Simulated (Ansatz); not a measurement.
**One reagent, a row of partners**

Four-centre ligand exchange: SiH₄S ([SiH3][SH]) meets different reagents, and the same bond of it breaks. Each row is one chosen step, not always the lowest open to these reactants.

Gas-phase electronic energies, without zero-point energy, by CCSD(T) at an estimated basis limit (MP2 extrapolated from triple and quadruple zeta, plus CCSD(T) − MP2 in triple zeta); Ansatz 0.2.0, def2-TZVPP and QZVPP, frozen cores, on PBE0-D4/def2-TZVP structures. Extrapolation: Hartree–Fock as exp(−7.88 √X), correlation as X^−2.97. All energies, in kcal/mol, count from the separated reactants, without counterpoise correction; the start and end structures are the complexes reached by relaxing down from the saddle, and deeper ones may exist. Brackets give SMILES, or, where every atom is bracketed, only which atoms are joined. Steps whose reference was doubtful or whose search ended elsewhere are left out.

| reactants | products | broken | formed | start structure | saddle | end structure | saddle by PBE-D4/TZ |
| --- | --- | --- | --- | --- | --- | --- | --- |
| SiH₄S ([SiH3][SH]) + H₂O | SiH₄O ([OH][SiH3]) + H₂S | H–O, S–Si | H–S, O–Si | -3.42 | 24.55 | -8.99 | 17.46 |
| SiH₄S ([SiH3][SH]) + AsH₃ | SiAsH₅ ([SiH3][AsH2]) + H₂S | As–H, S–Si | As–Si, H–S | -2.23 | 55.47 | 3.94 | 42.93 |
| SiH₄S ([SiH3][SH]) + PH₃ | SiPH₅ ([SiH3][PH2]) + H₂S | H–P, S–Si | H–S, P–Si | -2.06 | ? | 6.50 | 45.83 |
| SiH₄S ([SiH3][SH]) + H₂ | SiH₄ + H₂S | H–H, S–Si | H–S, H–Si | -0.52 | 58.79 | 6.90 | 47.59 |

Q: What is the height of the saddle for SiH₄S ([SiH3][SH]) + PH₃? (An estimate is asked for; the value comes from the calculation.)

A: Computed: 60.32 kcal/mol relative to the separated reactants, the highest of the series; above its start structure the barrier is 60.32 − (-2.06) ≈ 62.38 kcal/mol.

Q: How do the PBE-D4 saddles lie against the coupled-cluster estimate?

A: All lower, by 7.10 to 14.50 kcal/mol.

T1 diagnostic: at most 0.015. The filled d shells of As are correlated in sets not built for that, so values that involve them are less sure.

For scale, one of the runs: CCSD(T)/def2-TZVPP, 230 basis functions, launched by `ansatz run in.yaml --threads 4 --pin off --events-out ev --progress --plain --max-ram 9574MiB`. The run took 86 s on 4 CPU threads of an Arm Neoverse V2 (shared host), with 3.6 GiB of host memory at its peak.
